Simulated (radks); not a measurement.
The numbers below are computed, except where a source is named.
Dynamic dipole polarisability and lines of the molybdenum ion Mo12+, [Ar] 3d10 4s2. Level of theory: scalar-relativistic Kohn-Sham, LB94 model potential, spin-polarised, spherical densities, finite nucleus; Fermi nuclear charge, rms radius of each element as measured or else 0.836 A^(1/3) + 0.57 fm (a radial shooting solver on a logarithmic mesh with Libxc functionals). Time-dependent linear response with the Hartree and adiabatic LDA kernel, continuum included through the Sternheimer equations, no spin-orbit coupling, so fine structure and intercombination lines are absent. Lines are the poles of the dipole polarisability below minus the highest occupied eigenvalue, found on a grid refined at the orbital gaps; the lowest seven at most are given, and weak or close lines can be missed. The first line takes the name of the lowest orbital gap if no other gap lies below it; otherwise a line is named after a gap within 0.6 % of it, if that gap stands alone.

photon energy (eV),alpha (bohr^3)
0,0.7812
23.378,1.226
51.431,-0.7410
79.485,-0.1243
107.54,-0.008156
135.59,0.09479
163.64,0.02509
191.70,0.1187
219.75,0.2039
247.81,0.05139
275.86,0.1070

Lines (eV, oscillator strength): 37.640 (32.94 nm, 4s-4p), f = 1.35; 143.46 (8.642 nm, 4s-5p), f = 0.224; 194.59 (6.372 nm, 4s-6p), f = 0.0836; 226.20 (5.481 nm, unassigned), f = 0.496; 238.54 (5.198 nm, 4s-8p), f = 0.0281; 249.30 (4.973 nm, 4s-9p), f = 0.0173; 256.70 (4.830 nm, unassigned), f = 0.0117. Higher lines, where found, are left out when the end of the mesh affects them. Those listed give 93 % of the static polarisability (sum of f/w^2). Orbital energy gaps for comparison: 4s-4p 31.360 eV; 4s-5p 143.75 eV; 4s-6p 194.72 eV; 4s-7p 222.07 eV; 3d-4p 223.74 eV.
